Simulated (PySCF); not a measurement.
Al2H4, SMILES [AlH2][AlH2-], charge -1, multiplicity 2.

Geometry optimised at ωB97X-D3(BJ)/def2-TZVPD.

Two levels are set side by side: PBE/def2-TZVPD (PySCF) and CAM-B3LYP/def2-TZVPD (PySCF). Same geometry, gas phase. Differences are taken from unrounded values.

```json
[
 {"quantity": "α-spin orbital gap (eV)", "CAM-B3LYP": "4.79"},
 {"quantity": "β-spin orbital gap (eV)", "CAM-B3LYP": "6.31"},
 {"quantity": "mean polarisability (bohr³)", "CAM-B3LYP": "131.7"}
]
```

Question: What does PBE give, and how far is it from CAM-B3LYP? (Estimate from the structure and the level; the computed values follow.)

Answer: 
| quantity | PBE | PBE minus CAM-B3LYP |
|---|---|---|
| α-spin orbital gap (eV) | 2.00 | -2.79 |
| β-spin orbital gap (eV) | 2.53 | -3.78 |
| mean polarisability (bohr³) | 136.9 | 5.3 |

Loosely held outer electrons make PBE densities more polarisable. Differences between two approximate levels are no errors against the true value.

Rough cost on one machine, each run with all the roots and properties that it gave: CAM-B3LYP against PBE within a factor of 2.
